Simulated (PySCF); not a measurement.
C5H4N (SMILES [c-]1cccnc1), charge -1, singlet, geometry from GFN2-xTB (in this run its highest filled SCF level lies above zero, so its values depend strongly on the basis, on diffuse functions most of all), atoms displaced at random by about 0.1 Å a coordinate. Base run: PBE/STO-3G in PySCF.

The PySCF input:
```python
from pyscf import gto, scf, dft
from pyscf.geomopt import geometric_solver

mol = gto.M(
    atom='''
N     0.03568184   -0.08242859    1.28473277
C    -0.02352902   -0.04976799   -1.48035286
C    -0.05004486    0.97923633    0.76548773
C    -0.01561941   -1.22593508    0.65981031
C     0.05576440   -1.25996591   -0.76612328
C    -0.11171821    1.12680123   -0.93034964
H     0.04116033    0.03558589   -2.45357294
H     0.12449173    2.00712654    1.32405413
H     0.07065561   -1.86615270    1.25321153
H     0.08654041    2.06725321   -1.21716247
''',
    basis='sto-3g',
    charge=-1,
    verbose=3,
)

def method(m):
    mf = dft.RKS(m)
    mf.xc = 'pbe'
    return mf

conv, mol_eq = geometric_solver.kernel(method(mol), maxsteps=100)
print('optimisation converged:', conv)
print(mol_eq.tostring(format='xyz'))
mf = method(mol_eq)
mf.kernel()
```

Each row names what was changed in the base input (with any setting that the change needs).

| change | ΔE vs base (µEh) | optimiser steps | core-seconds (rough) |
|---|---|---|---|
| base | 0.0 | 13 | 50 |
| convergence_set = GAU_LOOSE | 0.3 | 12 | 60 |
| coordsys = dlc | 0.0 | 13 | 60 |
| coordsys = prim | -0.2 | 13 | 60 |
| trust = 0.02 | -0.1 | 14 | 70 |
| trust = 0.5 | -0.1 | 16 | 70 |
| convergence_set = NWCHEM_LOOSE | 0.3 | 12 | 70 |
